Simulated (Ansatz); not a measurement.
A nudged elastic band was laid between two geometries of C$_{2}$H$_{4}$AlFO (9 atoms, charge 0, multiplicity 1).

Computed with Ansatz, RKS PBE/6-31G*.

```
movable images  : 5
climbing image  : yes
spring          : 5.0 eV/Å²
optimiser       : quadratic models (default)
start path      : IDPP
force threshold : 0.5 eV/Å
iteration limit : 60
end points      : relaxed
```

Initial state:

```xyz
9
Properties=species:S:1:pos:R:3
C -1.588 -0.374 1.101
C -0.701 -0.293 0.098
O 0.520 0.305 0.237
Al 1.809 0.524 -0.888
F 3.148 1.317 -0.308
H -1.372 0.039 2.089
H -2.551 -0.863 0.936
H -0.921 -0.710 -0.897
H 1.745 0.009 -2.386
```

Final state:

```xyz
9
Properties=species:S:1:pos:R:3
C -1.589 -0.351 1.105
C -0.735 -0.210 0.080
O 0.568 0.171 0.251
Al 1.876 0.443 -0.835
F 1.642 0.233 -2.471
H -1.279 -0.164 2.136
H -2.619 -0.658 0.915
H -1.043 -0.397 -0.960
H 3.268 0.887 -0.239
```

Task: Which bonds break or form, and what moves?

Result: No bond is made or broken. The dihedral C2–O3–Al4–F5 goes from -180 to 0°.

Task: What energy profile does the band end with?

Result: The forces met the threshold. The highest image is number 3 of 0 to 6, 2.9 kcal/mol above the first end and 3.9 kcal/mol above the last; the last end lies 1.1 kcal/mol below the first. The threshold of 0.5 eV/Å is loose, so the images may lie well off the minimum-energy path. The order of the stationary point at the top wasn't checked.

| image | path coordinate (Å) | energy (kcal/mol) | dihedral C2–O3–Al4–F5 (°) |
| --- | --- | --- | --- |
| 0 | 0.00 | 0.0 | -180 |
| 1 | 0.74 | 0.9 | 151 |
| 2 | 1.49 | 2.1 | 122 |
| 3 | 2.24 | 2.9 | 93 |
| 4 | 2.99 | 1.6 | 63 |
| 5 | 3.74 | 0.1 | 31 |
| 6 | 4.48 | -1.1 | 0 |

Task: What is the geometry of the highest image?

Result: 
```xyz
9
Properties=species:S:1:pos:R:3
C -1.586 -0.313 1.142
C -0.738 -0.009 0.149
O 0.624 -0.128 0.210
Al 1.860 0.174 -0.965
F 2.523 1.700 -0.924
H -1.203 -0.685 2.097
H -2.665 -0.199 1.026
H -1.118 0.366 -0.816
H 2.391 -0.953 -1.937
```

The band took 1 iterations and roughly 15 core-seconds.

Time of the run: 16 s on 1 thread of Intel(R) Xeon(R) Platinum 8488C (Sapphire Rapids), with other jobs on the host, peak memory 0.14 GiB.
